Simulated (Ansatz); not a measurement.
Molecule (SMILES): [SiH] (SiH), doublet.
Atoms: Si1, H2. Bonds: Si1-H2.

Basis-set convergence of the highest harmonic wavenumber at CCSD(T) with Ansatz (an electronic-structure program). Each level at its own minimum, finite differences of forces, unscaled; the reference is a large set that could be run, not a limit. Cartesian d functions, on some or all atoms, in 6-31G*, 6-31+G*, 6-311G**; all else is spherical. Cores are frozen. Core-valence sets carry the plain set on hydrogen. Open shells are unrestricted. No added dispersion term, no relativity. Reference: the value in def2-QZVPPD, 2048 cm⁻¹, itself unsure by roughly 2 cm⁻¹ (its mean distance from pcseg-3, def2-QZVPP, cc-pV(Q+d)Z). Deviations are taken from unrounded values.

| basis | functions | highest harmonic wavenumber (cm⁻¹) | minus reference (cm⁻¹) |
|---|---|---|---|
| STO-3G | 10 | 2423 | 375 |
| 6-31G | 15 | 1816 | -232 |
| pcseg-0 | 15 | 1718 | -330 |
| def2-SV(P) | 20 | 2015 | -33 |
| 6-31G* | 21 | 2023 | -25 |
| def2-SVP | 23 | 2058 | 9 |
| 6-31+G* | 25 | 2027 | -21 |
| def2-SVPD | 32 | 2039 | -9 |
| 6-311G** | 33 | 2055 | 7 |
| 6-311++G(2d,2p) | 45 | 2019 | -29 |
| def2-TZVPD | 52 | 2041 | -7 |
| cc-pV(T+d)Z | 53 | 2033 | -15 |
| def2-TZVPP | 56 | 2044 | -4 |
| jun-cc-pV(T+d)Z | 62 | 2032 | -16 |
| cc-pCVTZ | 73 | 2036 | -13 |
| aug-cc-pV(T+d)Z | 78 | 2028 | -20 |
| cc-pV(Q+d)Z | 94 | 2049 | 1 |
| def2-QZVPP | 100 | 2049 | 1 |
